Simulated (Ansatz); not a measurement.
C3H5 (SMILES [CH2]C=C) moved off its minimum; all values from Ansatz (an electronic-structure program), cores frozen in correlated methods. Open shells are unrestricted.
(charge 0, multiplicity 2)
```xyz
8

C     -0.6817     0.4407    -0.9314
C      0.0539    -0.3581    -0.1445
C      0.6409    -0.1879     1.0853
H     -1.2354     0.1800    -1.8724
H     -0.9740     1.4848    -0.5203
H      0.1559    -1.4073    -0.5915
H      1.2554    -0.9028     1.4859
H      0.4501     0.8160     1.5190
```

**Question.** Give the forces (eV/Å), the total energy and the dipole at CCSD(T)/cc-pVTZ.

**Answer.** 
```csv
atom,Fx,Fy,Fz
C1,-2.677,3.777,-0.480
C2,0.725,-4.471,-1.250
C3,-1.707,3.393,-0.618
H4,0.997,-0.100,1.089
H5,0.630,-1.595,-0.806
H6,0.185,1.287,0.622
H7,1.276,-1.433,1.175
H8,0.572,-0.859,0.268
```
Energy -117.0145 hartree, dipole 0.14 D.

Doubts at one or more of the structures used: a spin-contaminated determinant (CCSD(T)/cc-pVTZ).
